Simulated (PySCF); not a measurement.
# One molecule, several mistakes: AlBClFH

These are calculations, not measurements. They come from PySCF 2.14.0, an open-source quantum chemistry program, on an isolated molecule that a program drew, which may never have been made. The molecule is AlBClFH (charge 0, doublet), drawn as the SMILES string `[F][AlH][B]Cl`.

Each row is a Hartree-Fock (HF) and frozen-core CCSD(T) single point in the cc-pV(D+d)Z basis, meant for a local HF minimum. Run 1 is clean. Each other run has one planted mistake out of seven kinds, and not every kind appears here: one electron removed, one electron added, multiplicity raised by two, geometry at a saddle point, minimal basis STO-3G, one bond length entered in bohr, all coordinates scaled. The reference is restricted for singlets and unrestricted otherwise, and also for a bond in bohr. Adding or removing an electron swaps singlet and doublet. Electrons count all cores. HOMO and LUMO are orbital energies over both spins, the gradient is its largest component, and the lowest frequency (negative if imaginary) is given only where the gradient is small. Bond lengths are over the 4 bonds as drawn. T1 is the CCSD diagnostic: over 0.02 (restricted) or 0.045 (unrestricted) a single reference is doubtful.

Geometry of the clean run:
```xyz
5
AlBClFH, angstrom
F     2.9783   -0.2228   -2.2061
Al    1.5901    0.6649   -2.3777
B    -0.0514   -0.3253   -3.1001
Cl   -1.5225   -1.1968   -3.2225
H     1.6393    2.2096   -2.1257
```

```
run,electrons,basis functions,<S^2>,HOMO (eV),LUMO (eV),gradient (hartree/bohr),lowest frequency (cm^-1),mean bond (Å),longest bond (Å),T1,HF (hartree),CCSD(T) (hartree),mistake
1,45,79,0.762,-8.17,0.87,1.6e-05,58,1.7463,2.049,0.0175,-826.18329,-826.67204,no fault
2,45,79,0.760,-7.89,1.18,8.1e-02,-,1.6223,1.903,0.0156,-826.15345,-826.63974,all coordinates scaled
3,45,79,3.764,-8.71,-2.07,1.4e-02,-,1.7463,2.049,0.0256,-826.05319,-826.52329,multiplicity raised by two
4,44,79,0.000,-17.91,-6.42,8.9e-02,-,1.7463,2.049,0.0211,-825.91607,-826.40541,one electron removed
5,46,79,0.000,-0.45,6.78,4.8e-02,-,1.7463,2.049,0.0159,-826.16516,-826.68711,?
6,45,79,1.653,-7.95,0.38,1.1e-02,-,2.1148,3.131,0.0772,-826.01037,-826.47995,?
```

**Which mistake was planted in run 5, and what did it cost?**

It counts 46 electrons, one more than the clean run, at the same geometry and basis. So the mistake is: one electron added. Subtracting run 1 and multiplying by 627.51 kcal/mol a hartree, the energy moved by 11.4 kcal/mol in HF and -9.5 kcal/mol in CCSD(T).

**Which mistake was planted in run 6, and what did it cost?**

The mean bond changes by a factor of 1.211 and the longest by 1.528, so the molecule wasn't scaled as a whole. A length L in bohr read as angstrom grows by (1/0.5292 - 1) L = 0.890 L. The 4 bonds together grew by 4 x 0.3685 = 1.474 Å, which gives L = 1.657 Å. That is bond F1-Al2, 1.657 Å in the clean geometry. So the mistake is: one bond length entered in bohr. Subtracting run 1 and multiplying by 627.51 kcal/mol a hartree, the energy moved by 108.5 kcal/mol in HF and 120.5 kcal/mol in CCSD(T).

Cautions from the logs. Run 4: T1 is over the limit, so its CCSD(T) energy is less reliable; run 6: T1 is over the limit, so its CCSD(T) energy is less reliable.
